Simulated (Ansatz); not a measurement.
One change: `C[SiH]1[O][AlH]1` becomes `[O]1[AlH][SiH2]1`.

Ansatz, PBE0-D4/def2-TZVP geometries, multiplicity 1. 

| property | `C[SiH]1[O][AlH]1` |
| --- | --- |
| HOMO energy (B3LYP/def2-TZVPP) / eV | -5.89 |
| zero-point energy (PBE0-D4/def2-TZVP) / kJ/mol | 147.8 |
| HOMO–LUMO gap (ωB97M-V/def2-TZVPP) / eV | 8.32 |
| LUMO energy (PBE0/def2-TZVPP) / eV | -1.37 |
| HOMO–LUMO gap (PBE0/def2-TZVPP) / eV | 4.69 |
| HOMO energy (ωB97M-V/def2-TZVPP) / eV | -8.02 |

(1) Give the same properties after the change, and the shifts. (Best estimate.)

Answers

(1) Computed: 
```csv
property,`[O]1[AlH][SiH2]1`,shift
HOMO energy (B3LYP/def2-TZVPP) / eV,-6.15,-0.26
zero-point energy (PBE0-D4/def2-TZVP) / kJ/mol,72.1,-75.7
HOMO–LUMO gap (ωB97M-V/def2-TZVPP) / eV,8.48,0.16
LUMO energy (PBE0/def2-TZVPP) / eV,-1.51,-0.14
HOMO–LUMO gap (PBE0/def2-TZVPP) / eV,4.82,0.13
HOMO energy (ωB97M-V/def2-TZVPP) / eV,-8.30,-0.28
```

With PBE0 the HOMO falls by 0.28 eV and the LUMO falls by 0.14 eV, so the gap widens by about 0.14 eV. PBE moves the HOMO by -0.27 eV and ωB97M-V by -0.28 eV. The zero-point energy changes by -75.7 kJ/mol with -9 modes.

B3LYP here is the variant with VWN-RPA as its local correlation; programs differ in this.
